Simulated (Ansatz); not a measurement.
Ansatz (a program for electronic structure) input (B3LYP/def2-SVP):

Ansatz 0.2 input:
```yaml
crystal:
  periodic: [false, false, false]
  atoms:
    - {symbol: C, position_ang: [-0.06979756, 1.52270279, 0.26646729]}
    - {symbol: C, position_ang: [-0.48264306, 0.09644613, 0.11446172]}
    - {symbol: C, position_ang: [-1.80841303, -0.23503826, -0.47278997]}
    - {symbol: O, position_ang: [0.46272251, -0.83930226, -0.23054878]}
    - {symbol: C, position_ang: [1.75793190, -0.71070509, 0.33012951]}
    - {symbol: H, position_ang: [0.73453541, 1.66023414, 0.99105625]}
    - {symbol: H, position_ang: [-0.92064145, 2.11629180, 0.60048702]}
    - {symbol: H, position_ang: [0.27559418, 1.95374659, -0.68873706]}
    - {symbol: H, position_ang: [-1.83854725, -0.03392981, -1.55600324]}
    - {symbol: H, position_ang: [-2.03836987, -1.29242768, -0.33407184]}
    - {symbol: H, position_ang: [-2.59658567, 0.35869297, -0.00829571]}
    - {symbol: H, position_ang: [2.27893852, 0.17435800, -0.04501381]}
    - {symbol: H, position_ang: [2.31084766, -1.59949505, 0.03275104]}
    - {symbol: H, position_ang: [1.70997881, -0.66348621, 1.42260637]}
basis:
  gaussian:
    orbitals: def2-SVP
hamiltonian:
  xc: {name: B3LYP}
magnetization: {spin_polarized: true, initial_magnetization: 1}
output: {forces: true}
```

Output:

```
Functional definition: B3LYP
integrals: 0.08 GiB planned
1181 factors; integrals over basis functions are off by at most 1.4e-3 eV
mean field: 0.71 GiB planned
mean field evaluation 1: about -6326.8820 eV, gradient 4.2e1 eV
mean field evaluation 2: about -6324.9344 eV, gradient 4.5e1 eV
mean field evaluation 4: about -6335.3982 eV, gradient 2.4e0 eV
mean field evaluation 8: about -6335.7003 eV, gradient 2.1e-1 eV
mean field evaluation 16: about -6335.7006 eV, gradient 2.3e-4 eV
mean field -6335.70057898 eV, -232.8327017855 hartree, gradient 8.5e-5 eV, S^2 0.753140; 0 other end points of the search recorded, 0 dependent functions left out
the calculation of the forces begins
reference -6335.70081285 eV, -232.8327103800 hartree; 21, 20 occupied and 94, 95 virtual orbitals, 1181 factors
Total energy: -6335.70081285 eV, -232.8327103800 hartree
Atom 0 at    -0.069798     1.522703     0.266467 Å, force    -0.070486    -0.205437    -0.032775 eV/Å
Atom 1 at    -0.482643     0.096446     0.114462 Å, force     0.120198    -0.179495    -0.044963 eV/Å
Atom 2 at    -1.808413    -0.235038    -0.472790 Å, force     0.146827     0.076542     0.080655 eV/Å
Atom 3 at     0.462723    -0.839302    -0.230549 Å, force     0.150704     0.072294     0.137910 eV/Å
Atom 4 at     1.757932    -0.710705     0.330130 Å, force    -0.580971    -0.093346    -0.261794 eV/Å
Atom 5 at     0.734535     1.660234     0.991056 Å, force     0.262132     0.080947     0.236918 eV/Å
Atom 6 at    -0.920641     2.116292     0.600487 Å, force    -0.259191     0.222784     0.113542 eV/Å
Atom 7 at     0.275594     1.953747    -0.688737 Å, force     0.103622     0.147745    -0.264484 eV/Å
Atom 8 at    -1.838547    -0.033930    -1.556003 Å, force    -0.027080     0.042700    -0.318656 eV/Å
Atom 9 at    -2.038370    -1.292428    -0.334072 Å, force    -0.071515    -0.348621     0.030075 eV/Å
Atom 10 at    -2.596586     0.358693    -0.008296 Å, force    -0.280031     0.182962     0.138140 eV/Å
Atom 11 at     2.278939     0.174358    -0.045014 Å, force     0.224781     0.276516    -0.098764 eV/Å
Atom 12 at     2.310848    -1.599495     0.032751 Å, force     0.238060    -0.290923    -0.076834 eV/Å
Atom 13 at     1.709979    -0.663486     1.422606 Å, force     0.042953     0.015332     0.361032 eV/Å
Dipole moment:     0.172617     0.163318     0.083529 e Å
```

The geometry given is a B3LYP-D3(BJ)/def2-TZVP minimum.
